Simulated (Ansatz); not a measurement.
Computed with Ansatz on PBE0-D4/def2-TZVP structures; ΔE is electronic, products minus reactants. CBS: MP2 limit from def2 TZ/QZ plus the TZ coupled-cluster correction, frozen cores. This one scheme is used for every species. Functionals use def2-TZVPP. HSE06 is defined as in plane-wave codes. For Ge outer-core shells are correlated without core-valence functions, which leaves a few kJ/mol of doubt a bond. Scalar relativity is left out up to krypton. Each species was taken in one conformer, which may not be the lowest.

`[CH3][GeH2][NH][Si](C)(F)F` → `F[Si]F` + `C[NH][GeH2][CH3]`  (silylene formation by 1,1-elimination)

CCSD(T)/CBS gives +333.3 kJ/mol.

(1) Another level gave +335.1 kJ/mol. Which?
A. HSE06/def2-TZVPP
B. PBE-D4/def2-TZVPP
C. BLYP/def2-TZVPP
D. HSE06-D4/def2-TZVPP

Largest T1 diagnostic among the species: 0.015.

Answers

(1) D. HSE06-D4 335.1, BLYP 271.7, HSE06 324.0, PBE-D4 311.6 kJ/mol.

From PBE to PBE0 (25 % exact exchange), in def2-TZVPP and without D4, ΔE moves by +25.5 kJ/mol. Leaving LDA and LC-ωPBE aside and taking each functional with its dispersion term where it has one, the values, not all of them listed here, spread over 61.4 kJ/mol, from BLYP-D4 to r2SCAN0-D4. LDA lies +39.0 kJ/mol from PBE without D4. At CCSD(T), def2-SVP lies −31.7 kJ/mol from the extrapolated value and def2-TZVPP −4.8 kJ/mol.
